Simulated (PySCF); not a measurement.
`O=C[C@@H](F)[C@@H]1O[C@@H]1F`, C$_{4}$H$_{4}$F$_{2}$O$_{2}$

Molfile (atoms numbered from 1):
```
C4H4F2O2
     RDKit          3D

 12 12  0  0  0  0  0  0  0  0999 V2000
    1.5088    0.9733    1.1698 O   0  0  0  0  0  0  0  0  0  0  0  0
    1.6708    0.5237    0.0770 C   0  0  0  0  0  0  0  0  0  0  0  0
    0.5667   -0.0915   -0.7744 C   0  0  1  0  0  0  0  0  0  0  0  0
    1.1308   -1.0167   -1.6196 F   0  0  0  0  0  0  0  0  0  0  0  0
   -0.5080   -0.7292    0.0800 C   0  0  2  0  0  0  0  0  0  0  0  0
   -1.8346   -0.7022   -0.3907 O   0  0  0  0  0  0  0  0  0  0  0  0
   -1.5520    0.1159    0.6650 C   0  0  2  0  0  0  0  0  0  0  0  0
   -1.5322    1.4397    0.3967 F   0  0  0  0  0  0  0  0  0  0  0  0
    2.6492    0.5116   -0.4342 H   0  0  0  0  0  0  0  0  0  0  0  0
    0.1268    0.6930   -1.4097 H   0  0  0  0  0  0  0  0  0  0  0  0
   -0.2125   -1.6435    0.5860 H   0  0  0  0  0  0  0  0  0  0  0  0
   -2.0127   -0.0749    1.6282 H   0  0  0  0  0  0  0  0  0  0  0  0
  1  2  2  0
  2  3  1  0
  3  4  1  0
  3  5  1  0
  5  6  1  0
  6  7  1  0
  7  8  1  0
  7  5  1  0
  2  9  1  0
  3 10  1  6
  5 11  1  1
  7 12  1  1
M  END
```

Computed with PySCF, TDDFT PBE0/def2-SVPD circular dichroism and optical rotation, one conformer, gas phase. Geometry: GFN2-xTB.

The molecule is flexible and this is one conformer; a measurement averages over conformers. States above about 8.2 eV (minus the energy of the highest occupied orbital) lie near or above the ionisation threshold and depend on the basis.

(1) What are the CIP labels of the stereocentres?

(2) Which excitations and rotatory strengths does the calculation give?

## Answers

(1) C3 S, C5 S, C7 R.

(2) Rotatory strengths R in 10⁻⁴⁰ esu² cm², velocity form and length form (origin at the centre of mass); f in length form.
```tsv
state	E (eV)	λ (nm)	f	R (velocity)	R (length)	main
1	4.18	296	0.0001	+1.9	+1.6	HOMO→LUMO 0.97
2	6.44	193	0.001	-0.2	-0.1	HOMO−1→LUMO 0.98
3	6.67	186	0.017	+5.6	+5.9	HOMO−2→LUMO 0.98
4	7.64	162	0.015	+4.6	+5.3	HOMO→LUMO+1 0.79, HOMO→LUMO+3 0.11
5	7.91	157	0.015	-24.2	-24.3	HOMO−3→LUMO 0.80, HOMO−5→LUMO 0.13
6	7.98	155	0.011	-7.9	-8.2	HOMO→LUMO+2 0.88
7	8.26	150	0.015	+9.7	+10.1	HOMO→LUMO+3 0.75, HOMO→LUMO+1 0.13
8	8.50	146	0.022	+35.2	+35.0	HOMO−5→LUMO 0.54, HOMO−4→LUMO 0.23
9	8.55	145	0.017	-0.9	0.0	HOMO→LUMO+4 0.83
10	8.70	142	0.063	-9.5	-11.3	HOMO−1→LUMO+1 0.70
11	8.76	142	0.001	-2.0	-2.0	HOMO−4→LUMO 0.70, HOMO−5→LUMO 0.25
12	8.81	141	0.008	-13.4	-13.4	HOMO−1→LUMO+3 0.35, HOMO−2→LUMO+1 0.23
13	8.94	139	0.011	+2.2	+2.5	HOMO→LUMO+5 0.68, HOMO−2→LUMO+1 0.19
14	9.07	137	0.063	+8.8	+8.9	HOMO−2→LUMO+1 0.34, HOMO−1→LUMO+3 0.21
15	9.20	135	0.004	+1.7	+1.8	HOMO−1→LUMO+2 0.38, HOMO−2→LUMO+3 0.20
16	9.21	135	0.014	+8.4	+8.7	HOMO→LUMO+7 0.64, HOMO−1→LUMO+3 0.09
```

Among the states computed, the strongest CD band (largest |R|) is state 8. The largest dissymmetry factor in size, g = 4R/(D+G), with D and G the electric and magnetic dipole strengths, is +0.046 for state 1 (velocity form, f = 0.0003), among bands with |R| over 0.5. The mirror image has the same energies and oscillator strengths and all R with the opposite sign.
